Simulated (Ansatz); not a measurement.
Geometry optimisation, RKS PBE0-D4/def2-SVP in Ansatz 0.2.0.

input.yaml

```yaml
crystal:
  periodic: [false, false, false]
  atoms:
    - { symbol: B, position_ang: [-0.75556, 0.26064, -0.47095] }
    - { symbol: C, position_ang: [0.35768, 0.3426, 0.336] }
    - { symbol: I, position_ang: [1.09292, -1.69527, 0.36095] }
    - { symbol: H, position_ang: [-1.66104, 0.09643, -1.15083] }
    - { symbol: H, position_ang: [0.966, 0.99561, 0.92483] }
basis:
  gaussian: { orbitals: def2-SVP }
hamiltonian:
  xc: pbe0
  dispersion: d4
relax:
  f_tol: 0.02
  max_steps: 40
scf:
  lower_state_search: "off"
```

Run as:

```bash
$ ansatz run input.yaml --threads 1 --pin off --max-ram 2048MiB --backend cpu --events-out ev --progress --plain --runs-dir out
```

Problem. Where does it end, and by what steps?

Solution. The run converged. After 7 steps the energy has fallen by 0.080 eV; I3 moved furthest, 0.25 Å. Joined: B1–I3.

| step | energy less start (eV) | largest force component (eV/Å) | accepted |
| --- | --- | --- | --- |
| 0 | 0.0000 | 1.015 | yes |
| 1 | -0.0535 | 0.282 | yes |
| 2 | -0.0591 | 0.196 | yes |
| 3 | -0.0626 | 0.232 | yes |
| 4 | -0.0615 | 0.575 | no |
| 5 | -0.0668 | 0.182 | yes |
| 6 | -0.0788 | 0.110 | yes |
| 7 | -0.0797 | 0.010 | yes |

```xyz
5
Properties=species:S:1:pos:R:3
B -0.679 0.151 -0.443
C 0.375 0.467 0.379
I 0.888 -1.659 0.223
H -1.616 -0.031 -1.150
H 1.032 1.072 0.991
```

Run time: 15 s on 1 thread of Arm Neoverse V1, on a shared host, peak memory 0.13 GiB.
